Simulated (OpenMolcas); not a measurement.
N.

- Program: OpenMolcas
- Basis: ANO-R2 [4s4p2d1f]
- Scalar Hamiltonian: X2C, finite nucleus
- Active space: 5 electrons in 4 orbitals (2s 2p)
- State averaging: 2S+1 = 4 odd, 1 root; 2S+1 = 2 odd, 8 roots; 2S+1 = 4 even, 3 roots
- Spin-orbit coupling: state interaction with AMFI integrals over the reference wave functions, term energies averaged over their components

Two sets of levels on these reference wave functions, in cm-1 above 2s2 2p3 4S* 3/2: one from CASSCF and one from SS-CASPT2, IPEA 0.25 Eh, imaginary shift 0.1 Eh (closed shells correlated: 1s).

| Level | Set 1 | Set 2 |
| --- | --- | --- |
| 2s2 2p3 4S* 3/2 | 0.0 | 0.0 |
| 2s2 2p3 2D* 3/2 | 19740 | 23000 |
| 2s2 2p3 2D* 5/2 | 19740 | 23000 |
| 2s2 2p3 2P* 3/2 | 29090 | 30290 |
| 2s2 2p3 2P* 1/2 | 29090 | 30290 |
| 2s 2p4 4P 5/2 | 88470 | 90680 |
| 2s 2p4 4P 3/2 | 88540 | 90750 |
| 2s 2p4 4P 1/2 | 88570 | 90780 |

Which set is which?

Set 1 is SS-CASPT2. Its levels of the other terms of 2s2 2p3 lie at 0.86 to 0.96 of the other set's values, as expected, since terms of lower spin or lower L gain more correlation energy than the Hund ground term. Against 7 measured levels (NIST Handbook of Basic Atomic Spectroscopic Data) the mean absolute deviation is 380 cm-1 with it and 2600 cm-1 without; single levels miss by up to 520 cm-1 with it.

CASPT2 breaks the degeneracy within a term, and the mean is taken; among the terms shown or strongly mixed into the levels shown the widest spread is 140 cm-1 (2s2 2p3 2D*, SS-CASPT2). Without dynamic correlation excited terms often stand tens of per cent too high (terms of higher spin than the ground term too low), and those without a measured partner can miss by more than the paired ones (holds for CASSCF). Measured partners are found by configuration, term and J. A level has none where our copy of the source lacks it or the pairing is in doubt (some pairs that miss far off the trend of their configuration count as doubtful), and it then counts in no deviation. Only configurations of the active space appear.

* marks odd parity.
